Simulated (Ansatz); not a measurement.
Isolated molecules relaxed with PBE0-D4/def2-TZVP in Ansatz; ΔE leaves out vibrations. CCSD(T)/CBS is the MP2 limit (def2-TZVPP, def2-QZVPP) plus CCSD(T) − MP2 in def2-TZVPP, frozen cores. This one scheme is used for every species. One conformer a species, not always the lowest.

Reaction (formal exchange of groups at a P–N bond): `OPN[SiH3]` + `CC[SiH3]` → `CC[SiH2]PO` + `N[SiH3]`

```json
{"species": "`OPN[SiH3]`", "CCSD(T)/CBS(def2) energy (Eh)": "-763.54366"}
{"species": "`CC[SiH3]`", "CCSD(T)/CBS(def2) energy (Eh)": "-369.99568"}
{"species": "`CC[SiH2]PO`", "CCSD(T)/CBS(def2) energy (Eh)": "-786.72881"}
{"species": "`N[SiH3]`", "CCSD(T)/CBS(def2) energy (Eh)": "-346.80422"}
```

Problem. Work out ΔE.

Solution. ΔE = (-786.72881) + (-346.80422) − (-763.54366) − (-369.99568) = 0.00631 Eh = +16.6 kJ/mol.

Largest T1 diagnostic among the species: 0.013.

In def2-TZVPP, CCSD(T) changes the Hartree–Fock value by −12.2 kJ/mol (the triples alone add −1.2 kJ/mol) and MP2 by −9.5 kJ/mol. The D4 term adds −3.3 kJ/mol with B3LYP and −2.2 kJ/mol with PBE0; it sums over pairs of atoms, weighted by their polarisabilities, and B3LYP, whose exchange is more repulsive, gets the larger term.

B3LYP here is the variant with VWN-RPA as its local correlation; programs differ in this.
